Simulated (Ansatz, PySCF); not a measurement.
Bond stretch in SMILES [SiH3]N. The Si1–N5 bond (Si1 also carries H, H, H; N5 carries H, H) is stretched with both fragments frozen at the PBE0/def2-TZVP optimised geometry. Each curve is given relative to its own lowest point near equilibrium.

```tsv
R / Å	A	B	C	D
1.37	375.0	327.3	337.4	332.2
1.46	186.8	154.0	158.8	156.8
1.56	69.3	50.2	51.9	51.7
1.63	25.9	14.9	15.6	15.8
1.70	4.9	1.0	1.1	1.2
1.72	2.1	0.0	0.0	0.0
1.76	0.0	1.3	1.2	0.9
1.81	2.9	8.1	8.0	7.0
1.87	12.7	22.0	22.2	20.2
1.97	39.8	55.0	55.8	51.6
2.12	94.8	116.5	119.1	110.9
2.31	172.8	199.7	205.8	191.6
2.64	299.7	328.9	343.6	318.4
2.87	359.1	397.5	420.3	377.1
3.06	383.3	434.9	469.4	400.4
3.43	400.9	474.1	528.5	417.1
3.86	406.0	492.9	547.8	422.0
4.22	407.3	500.1	537.4	423.6
4.64	408.0	504.2	506.9	424.6
5.26	408.4	506.7	443.0	425.3
6.09	408.6	507.3	344.5	425.6
```

Energies in kJ/mol.

### Question
Match the curves with the methods MP2 on RHF/cc-pVTZ, frozen core in Ansatz (a quantum-chemistry and plane-wave program); Ansatz with unrestricted B3LYP/cc-pVTZ; unrestricted B3LYP/LANL2DZ, with its core potentials past Ne (PySCF); unrestricted LDA (SVWN5)/6-31G*, spherical d (PySCF).

### Answer
A is UKS-B3LYP/LANL2DZ; B is UKS-LDA (SVWN5)/6-31G*; C is RMP2; D is UKS-B3LYP.

The unrestricted determinant behind UKS-LDA (SVWN5)/6-31G*, UKS-B3LYP, UKS-B3LYP/LANL2DZ is spin-contaminated at 2.87 to 6.09 Å (<S²> up to 1.0, against 0.00 for a pure singlet). The restricted form behind RMP2 keeps the bonding electrons paired and can't separate into open-shell fragments. The T1 diagnostic of CCSD on the restricted reference of RMP2 exceeds 0.045 at 3.06 to 4.64 Å.
